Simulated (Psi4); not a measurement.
Calculation: SAPT0/jun-cc-pVDZ, frozen core (Psi4).

Psi4 input:

```
molecule {
0 1
C -0.00543550 0.00110988 0.00188048
O 1.09699976 -0.23109434 -0.40795146
H -0.65755572 -0.79226280 0.41646343
H -0.43400854 1.02224727 -0.01039245
--
0 1
Si 1.41613554 -3.27384863 -2.04579369
Si 2.17643134 -3.08958834 0.16417922
H 0.34811835 -4.29889424 -2.13874239
H 2.53037668 -3.66779521 -2.94205760
H 0.86934615 -1.97615878 -2.51167522
H 1.06221662 -2.69555415 1.06043716
H 3.24448715 -2.06457613 0.25706556
H 2.72317955 -4.38727326 0.63012003
units angstrom
symmetry c1
no_reorient
no_com
}
set basis jun-cc-pvdz
set scf_type df
set freeze_core true
energy('sapt0')
```

Part of the output:

```
    SAPT Results
  --------------------------------------------------------------------------------------------------------
    Electrostatics                 -6.55003626 [mEh]      -4.11020980 [kcal/mol]     -17.19711782 [kJ/mol]
      Elst10,r                     -6.55003626 [mEh]      -4.11020980 [kcal/mol]     -17.19711782 [kJ/mol]

    Exchange                       10.49707455 [mEh]       6.58701372 [kcal/mol]      27.56006542 [kJ/mol]
      Exch10                       10.49707455 [mEh]       6.58701372 [kcal/mol]      27.56006542 [kJ/mol]
      Exch10(S^2)                  10.46175875 [mEh]       6.56485273 [kcal/mol]      27.46734381 [kJ/mol]

    Induction                      -1.81572595 [mEh]      -1.13938524 [kcal/mol]      -4.76718783 [kJ/mol]
      Ind20,r                      -4.25629474 [mEh]      -2.67086528 [kcal/mol]     -11.17490031 [kJ/mol]
      Exch-Ind20,r                  3.20840921 [mEh]       2.01330717 [kcal/mol]       8.42367721 [kJ/mol]
      delta HF,r (2)               -0.76784041 [mEh]      -0.48182713 [kcal/mol]      -2.01596472 [kJ/mol]

    Dispersion                     -4.08609985 [mEh]      -2.56406636 [kcal/mol]     -10.72805367 [kJ/mol]
      Disp20                       -4.80863698 [mEh]      -3.01746526 [kcal/mol]     -12.62507465 [kJ/mol]
      Exch-Disp20                   0.72253713 [mEh]       0.45339890 [kcal/mol]       1.89702098 [kJ/mol]
      Disp20 (SS)                  -2.40431849 [mEh]      -1.50873263 [kcal/mol]      -6.31253733 [kJ/mol]
      Disp20 (OS)                  -2.40431849 [mEh]      -1.50873263 [kcal/mol]      -6.31253733 [kJ/mol]
      Exch-Disp20 (SS)              0.38009099 [mEh]       0.23851070 [kcal/mol]       0.99792876 [kJ/mol]
      Exch-Disp20 (OS)              0.34244614 [mEh]       0.21488820 [kcal/mol]       0.89909223 [kJ/mol]

  Total HF                          2.13131234 [mEh]       1.33741868 [kcal/mol]       5.59575978 [kJ/mol]
  Total SAPT0                      -1.95478751 [mEh]      -1.22664768 [kcal/mol]      -5.13229389 [kJ/mol]
```
